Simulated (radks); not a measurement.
Species: Ir+. Configuration: [Xe] 4f14 5d7 6s1. All-electron calculation, scalar-relativistic Kohn-Sham, r2SCAN, spin-polarised, spherical densities, finite nucleus; open shells are filled with parallel spins first (spin-orbit coupling, left out, can overturn this in heavy ions); meta-GGA in the generalised Kohn-Sham scheme; Fermi nuclear charge, rms radius 5.4032 fm. Program: a radial shooting solver on a logarithmic mesh with Libxc functionals.

Normalised radial functions P(r) = r R(r), r in bohr:

r           5d up  5d down
0.001032   0.0000   0.0000
0.001201   0.0000   0.0000
0.001398   0.0000   0.0000
0.001628   0.0000   0.0000
0.00188    0.0000   0.0000
0.002188   0.0001   0.0001
0.002548   0.0001   0.0001
0.002966   0.0001   0.0001
0.003453   0.0002   0.0002
0.00402    0.0003   0.0003
0.004679   0.0004   0.0004
0.005448   0.0006   0.0006
0.006342   0.0009   0.0010
0.007383   0.0014   0.0014
0.008595   0.0021   0.0021
0.01001    0.0031   0.0032
0.01156    0.0045   0.0046
0.01345    0.0067   0.0068
0.01566    0.0098   0.0100
0.01823    0.0143   0.0145
0.02123    0.0206   0.0209
0.02471    0.0293   0.0297
0.02877    0.0412   0.0418
0.03349    0.0570   0.0579
0.03899    0.0775   0.0787
0.04539    0.1031   0.1046
0.05284    0.1336   0.1356
0.06151    0.1680   0.1705
0.07161    0.2036   0.2067
0.0827     0.2344   0.2379
0.09627    0.2576   0.2614
0.1121     0.2630   0.2669
0.1305     0.2420   0.2455
0.1519     0.1872   0.1898
0.1768     0.0964   0.0976
0.2059    -0.0249  -0.0256
0.2397    -0.1612  -0.1638
0.279     -0.2876  -0.2920
0.3248    -0.3742  -0.3797
0.3781    -0.3936  -0.3989
0.4402    -0.3297  -0.3334
0.5124    -0.1842  -0.1849
0.5918     0.0114   0.0142
0.689      0.2486   0.2552
0.8021     0.4808   0.4900
0.9337     0.6718   0.6817
1.087      0.7969   0.8046
1.265      0.8466   0.8490
1.473      0.8253   0.8210
1.715      0.7478   0.7387
1.997      0.6340   0.6244
2.324      0.5039   0.4973
2.706      0.3744   0.3729
3.15       0.2581   0.2620
3.638      0.1676   0.1752
4.235      0.0965   0.1055
4.93       0.0495   0.0575
5.74       0.0222   0.0280
6.682      0.0086   0.0119
7.779      0.0028   0.0044
9.056      0.0007   0.0013

5d up: eigenvalue -16.664 eV, 2 radial nodes at r = 0.200, 0.587 bohr, <r> = 1.66 bohr, 90 % of the charge inside 2.58 bohr. 5d down: eigenvalue -13.690 eV, 2 radial nodes at r = 0.200, 0.586 bohr, <r> = 1.66 bohr, 90 % of the charge inside 2.61 bohr.
